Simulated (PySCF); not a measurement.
# Pm³²⁺: ionisation energy

Pm³²⁺ [Ar] 3d10 4s1 [4s1/2^1, M_J = 1/2] → Pm³³⁺ [Ar] 3d10, as a difference of total energies. All numbers are calculated (PySCF 2.14, the two-component X2C-1e Hamiltonian, in an uncontracted even-tempered set (17 s from 3.1 bohr⁻², ratio 2.8; 13 p from 4.1 bohr⁻², ratio 2.8; 8 d from 7.2 bohr⁻², ratio 2.8; 4 f from 17 bohr⁻², ratio 3)). Correlated levels: [Ne] frozen; the 74 highest virtual spinors dropped. "Screened" scales the spin-orbit matrix elements by Boettger's factors to mimic the two-electron term; Breit and QED terms are absent.

```
                    method  ionisation energy (eV)
           GHF (spin-free)                  1297.6
          GMP2 (spin-free)                  1298.7
 GHF (screened spin-orbit)                  1297.5
GMP2 (screened spin-orbit)                  1298.6
```

Breit and QED terms and the two-electron picture change are absent.

For comparison: 1308.7 ± 0.6 eV (semi-empirical (NIST evaluation); NIST Atomic Spectra Database, ionization energies).
